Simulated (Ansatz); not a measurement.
A made-up structure of InBH3F, closed shell:

```xyz
6
angstrom
B -0.9100 0.2727 -0.8207
In 1.4266 -1.7939 0.5786
F 0.6818 0.0273 0.7347
H -2.0457 -0.0151 -0.5898
H -0.6474 0.6795 -1.9122
H 1.1140 0.4537 1.4125
```

It is relaxed with PBE-D4/def2-SVP and then PBE0-D4/def2-TZVP (Ansatz 0.2.0). Atoms count as bonded within 1.22 times the sum of their covalent radii (H–H: 0.88 Å). The end point is not checked to be a true minimum.

(1) Does its bonding change? (A judgement: the text doesn't fix the answer.)

Results:

(1) The calculation gives: Yes. Formed: B1–In2; broken: In2–F3.

Where it ends: The first stage lowers the energy by 3.87 eV in 26 steps. It ends as a complex of InBH₂ ([BH2][In]) + HF:
| atom | x (Å) | y (Å) | z (Å) |
| --- | --- | --- | --- |
| B1 | -1.3204 | -0.3854 | -1.5955 |
| In2 | 0.1999 | 0.0036 | 0.2129 |
| F3 | 2.4022 | 0.5718 | 2.8356 |
| H4 | -2.4242 | -0.8347 | -1.4339 |
| H5 | -1.0439 | -0.1483 | -2.7417 |
| H6 | 1.8058 | 0.4173 | 2.1256 |

Labels in which every atom is bracketed show which atoms are joined, not bond orders.

For scale, one of the runs: PBE0-D4/def2-TZVP relaxation, 130 basis functions, launched by `ansatz run in.yaml --threads 2 --pin off --events-out ev --progress --plain --max-ram 4352MiB`. The run took about 63 s on 2 CPU threads of an Arm Neoverse V2 (shared host).
